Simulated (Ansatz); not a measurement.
Isolated molecules relaxed with PBE0-D4/def2-TZVP in Ansatz; ΔE leaves out vibrations. CCSD(T)/CBS is the MP2 limit (def2-TZVPP, def2-QZVPP) plus CCSD(T) − MP2 in def2-TZVPP, frozen cores. This one scheme is used for every species, atoms too. Functionals use def2-TZVPP. Open shells (•) are unrestricted, without spin–orbit coupling. Spin–orbit coupling would lower the free atoms: a little for F. Bonds to Br are less sure, by a few kJ/mol each and by 10 to 20 or more in all where they break to atoms, as the def2 sets lack core-valence functions. Scalar relativity is left out up to krypton. One conformer a species, not always the lowest.

Consider the homolysis of the Al–F bond: `[NH2][Al]([F])[Br]` → `[NH2][Al][Br]`• + F•.

CCSD(T)/CBS gives +6.94 eV.

Question: Another level gave +6.88 eV. Which?
A. ωB97M-V/def2-TZVPP
B. CAM-B3LYP-D4/def2-TZVPP
C. CCSD(T)/def2-TZVPP
D. r2SCAN/def2-TZVPP

Answer: A. ωB97M-V 6.88, r2SCAN 6.67, CAM-B3LYP-D4 6.82, CCSD(T)/def2-TZVPP 6.73 eV.

Largest T1 diagnostic among the species: 0.011.

From BLYP to BHLYP (50 % exact exchange), in def2-TZVPP and without D4, ΔE moves by −0.24 eV: exact exchange takes away binding that semilocal exchange gives to molecules. Leaving LDA and LC-ωPBE aside and taking each functional with its dispersion term where it has one, the values, not all of them listed here, spread over 0.42 eV, from BHLYP-D4 to ωB97M-V. LDA lies +0.85 eV from PBE without D4, its usual overbinding.

CCSD(T)/CBS has its own doubt, a few kJ/mol and more with outer-core shells, so smaller differences from it don't rank the levels.
